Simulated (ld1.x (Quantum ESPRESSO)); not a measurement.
# manganese, TM: configuration errors across variants

- Element: Mn
- Generator: ld1.x (Quantum ESPRESSO) 7.5
- Type: norm-conserving Troullier–Martins (Kleinman–Bylander form)
- Functional: LDA (PZ)
- Relativity: fully relativistic
- Frozen core: [Ne] 3s2
- Valence charge: 13
- Reference configuration: 3p6 3d5 4s2 4p0
- Partial waves: 4s (bound): rc 2.60 bohr; 3d (bound): rc 1.95 bohr; 3p (bound): rc 1.35 bohr
- Local potential: the p channel
- Core correction: none

Open shells are filled in proportion to 2j + 1 (rel_dist='average').

All-electron excitation energies from the reference (eV): (1) 3p6 3d5 4s1 4p0 8.654; (2) 3p6 3d5 4s0 4p0 24.531; (3) 3p6 3d4 4s0 4p0 57.342; (4) 3p6 3d5 4s1 4p1 3.925; (5) 3p6 3d6 4s1 4p0 -0.398; (6) 3p6 3d5 4s0 4p2 8.081; (7) 3p6 3d3 4s0 4p0 108.381.

A true bound ghost makes a file unfit for plane-wave use even where its test errors are small: the radial tests pick states by their node count and pass the ghost by.

The file “base” misses its own reference levels by 0.9 eV. The file “wave 4s (bound): rc 2.60 bohr becomes 4s (bound): rc 1.74 bohr” misses its own reference levels by 0.9 eV. The file “wave 4s (bound): rc 2.60 bohr becomes 4s (bound): rc 1.94 bohr” misses its own reference levels by 0.9 eV. The file “wave 4s (bound): rc 2.60 bohr becomes 4s (bound): rc 2.52 bohr” misses its own reference levels by 0.9 eV. The file “wave 4s (bound): rc 2.60 bohr becomes 4s (bound): rc 2.74 bohr” misses its own reference levels by 0.9 eV. The file “wave 4s (bound): rc 2.60 bohr becomes 4s (bound): rc 3.04 bohr” misses its own reference levels by 0.9 eV. The file “wave 4s (bound): rc 2.60 bohr becomes 4s (bound): rc 3.34 bohr” misses its own reference levels by 0.9 eV. The file “wave 4s (bound): rc 2.60 bohr becomes 4s (bound): rc 3.70 bohr” misses its own reference levels by 0.9 eV. The file “wave 4s (bound): rc 2.60 bohr becomes 4s (bound): rc 3.88 bohr” misses its own reference levels by 0.9 eV.

Errors AE − PS in meV (a dash: test not solved or not reliable):

```tsv
change	(1)	(2)	(3)	(4)	(5)	(6)	(7)	bound ghosts
base	-0.9	-12	+97	+16	-10	+29	+638	s
wave 4s (bound): rc 2.60 bohr becomes 4s (bound): rc 1.74 bohr	+0.9	+2.7	+71	+18	+1.5	+40	+551	s
wave 4s (bound): rc 2.60 bohr becomes 4s (bound): rc 1.94 bohr	-0.3	-7.0	+102	+17	-9.6	+33	+639	s
wave 4s (bound): rc 2.60 bohr becomes 4s (bound): rc 2.52 bohr	-0.9	-12	+108	+16	-13	+29	+661	s
wave 4s (bound): rc 2.60 bohr becomes 4s (bound): rc 2.74 bohr	-1.0	-15	+69	+16	-3.2	+28	+577	s, p1/2 (extra level of the local part)
wave 4s (bound): rc 2.60 bohr becomes 4s (bound): rc 3.04 bohr	-1.8	-29	-26	+14	+18	+20	+380	s
wave 4s (bound): rc 2.60 bohr becomes 4s (bound): rc 3.34 bohr	-4.4	-60	-181	+11	+50	+4.0	+72	s
wave 4s (bound): rc 2.60 bohr becomes 4s (bound): rc 3.70 bohr	-9.7	-115	-400	+5.1	+88	-23	-346	s
wave 4s (bound): rc 2.60 bohr becomes 4s (bound): rc 3.88 bohr	-14	-152	-531	+1.2	+109	-41	-591	s
```

Problem. Give the same row for: wave 4s (bound): rc 2.60 bohr becomes 4s (bound): rc 2.20 bohr.

Solution. -1.0, -11, +124, +16, -18, +30, +698; bound ghosts: s.
